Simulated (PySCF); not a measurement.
C₆H₁₂AsP.
Numbering: `[CH:1]#[C:2][CH2:3][P:4]([CH3:5])[As:6]([CH3:7])[CH3:8]` (hydrogens: H9 on C1; H10, H11 on C3; H12, H13, H14 on C5; H15, H16, H17 on C7; H18, H19, H20 on C8)

Geometry (PBE0-D3(BJ)/def2-SVP, Å), atoms numbered from 1 in this order:
```xyz
20
C6H12AsP angstrom
C      3.8543    1.3840   -0.9939
C      2.8951    1.0800   -0.3186
C      1.7290    0.6787    0.4447
P      0.2651    0.3234   -0.6882
C      0.9249   -1.1941   -1.5234
As    -1.0794   -0.7225    0.9175
C     -2.5743   -1.0727   -0.3170
C     -1.7875    0.9496    1.6836
H      4.7118    1.6586   -1.5796
H      1.9642   -0.2041    1.0647
H      1.4273    1.4896    1.1291
H      1.2466   -1.9744   -0.8156
H      1.7851   -0.8993   -2.1442
H      0.1523   -1.6074   -2.1889
H     -2.3257   -1.9294   -0.9597
H     -2.7960   -0.1971   -0.9446
H     -3.4654   -1.3337    0.2729
H     -2.0753    1.6638    0.8982
H     -2.6663    0.7117    2.3011
H     -1.0281    1.4079    2.3338
```

Computed with PySCF, TDDFT CAM-B3LYP/def2-SVPD, vertical, gas phase, core orbitals frozen in the response. The CAM-B3LYP/def2-SVPD calculation is non-relativistic and has no spin–orbit coupling, an omission that weighs most on arsenic.

Computed states:

```csv
state,E (eV),f
S1,5.39,0.296
S2,5.48,0.058
S3,6.19,0.0079
S4,6.33,0.0085
S5,6.37,0.0018
S6,6.46,0.028
S7,6.57,0.035
S8,6.63,0.136
S9,6.67,0.0019
S10,6.87,0.020
```

Broadening: Gaussians 0.3 eV wide at half height, area fixed by f = 4.319×10⁻⁹ ∫ε dν̃. The cross-section is σ = 3.8235×10⁻²¹ ε cm², given in Mb (10⁻¹⁸ cm²). The width is an assumption, not a result. The curve ends short of the highest state used, and states not computed would add to its high-energy end.

Question: What does the envelope look like, and where are its maxima?

Answer: 
(λ (nm), σ (Mb)): (197.8, 9.86), (199.6, 6.65), (201.5, 4.44), (203.3, 2.91), (205.1, 1.76), (207.0, 0.92), (208.8, 0.47), (210.7, 0.35), (212.5, 0.68), (214.3, 1.89), (216.2, 5.12), (218.0, 11.56), (219.9, 23.69), (221.7, 41.13), (223.5, 63.31), (225.4, 88.00), (227.2, 107.12), (229.1, 117.21), (230.9, 114.65), (232.7, 101.38), (234.6, 80.14), (236.4, 58.27), (238.3, 37.76), (240.1, 22.92), (241.9, 12.82), (243.8, 6.37), (245.6, 3.04), (247.5, 1.29), (249.3, 0.53), (251.1, 0.21)

Maxima: 230 nm (5.40 eV), ε about 31000, made up of S1 (86%) and S2 (14%) (ε in L mol⁻¹ cm⁻¹; maxima over ε = 5, shares over 10%). At its high-energy end, 6.27 eV, the curve is still rising (ε about 2600, from S3, S4 and S6).

Question: Does any computed singlet lie in the visible range?

Answer: No computed singlet lies in the visible range (380 to 750 nm); the lowest, at 230 nm, stands 2.12 eV above its violet end (3.26 eV).

Question: What would ε be at 5.40 eV, the highest of these maxima, with half the width (0.15 eV)?

Answer: About 57000 L mol⁻¹ cm⁻¹ against 30800, a factor of about 1.9; a lone state at its own centre would give exactly 2.

Question: On this curve, what absorbance would a 10⁻⁵ mol/L sample give at 222 nm over a 1 cm path?

Answer: 222 nm is 5.585 eV, where ε is about 12000 L mol⁻¹ cm⁻¹, so A = ε c l ≈ 0.12 (Beer–Lambert, with the gas-phase spectrum and the assumed width).

The vertical ionisation energy (ΔSCF) is 7.95 eV, 1.08 eV above S10.

One conformer stands for the species.
